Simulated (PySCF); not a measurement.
Computed properties of C2H4F2Si2, SMILES [Si@H](C#C)([SiH2]F)F

C2H4F2Si2, SMILES C#C[Si@H](F)[SiH2]F. Geometry: B3LYP-D3(BJ)/def2-SVP. The structure was generated by enumeration; whether it is a known compound was not checked. Other conformers were not sampled. All values are computed for the isolated molecule unless a solvent is named; none is compared with measurement here.

**Structure.** All 24 harmonic modes at B3LYP-D3(BJ)/def2-SVP (PySCF) are real, so it is a minimum. With heavy atoms numbered as in [CH:1]#[C:2][Si@H:3]([F:4])[SiH2:5][F:6], the shortest bond between them is C1–C2 at 1.218 Å and the longest Si3–Si5 at 2.349 Å.

**Vibrations.** The strongest infrared lines (harmonic, unscaled, degenerate partners summed) lie at 782 cm⁻¹ (279 km/mol, H 81 %, Si 15 %), 892 cm⁻¹ (241 km/mol, Si 39 %, F 32 %, H 29 %), 918 cm⁻¹ (163 km/mol, H 41 %, Si 35 %, F 24 %). The softest mode is at 38 cm⁻¹ and the zero-point energy is 32.3 kcal/mol.

**Electronic structure.** ωB97X/def2-TZVP (PySCF) places the frontier levels at -10.46 and 0.74 eV, a gap of 11.20 eV, and gives a dipole moment of 2.18 D and a mean polarisability of 70.5 bohr³. PBE/def2-TZVP (PySCF) at the same geometry gives -6.97 and -2.25 eV, so its gap is 6.48 eV narrower. An orbital gap is neither the optical nor the fundamental gap.

**Excitations.** TDA-ωB97X/def2-SVPD (PySCF) has S1 at 5.58 eV (222 nm, f = 0.005, weak); the most intense of the 10 singlets computed lies at 8.06 eV (f = 0.51). T1 (TDA) is at 4.85 eV, 0.73 eV under S1. TDA-PBE/def2-SVPD (PySCF) puts S1 at 4.95 eV. No vertical singlet excitation falls in the visible range (under 3.1 eV).

**NMR.** GIAO shifts at PBE0/pcSseg-1 (PySCF) (non-relativistic, atoms alike by connectivity averaged): ¹³C from 85.8 to 113.1 ppm against TMS; ¹H from 3.2 to 5.7 ppm against TMS; ²⁹Si from -13.4 to 3.0 ppm against TMS; ¹⁹F from -270.2 to -229.8 ppm against CFCl3.

**Solvation.** SMD-PBE0/def2-SVP (PySCF) gives 0.7 kcal/mol in water, -2.5 kcal/mol in N,N-dimethylformamide, -3.6 kcal/mol in dichloromethane (1 M in both phases, gas-phase geometry); of these solvents dichloromethane holds the molecule best.
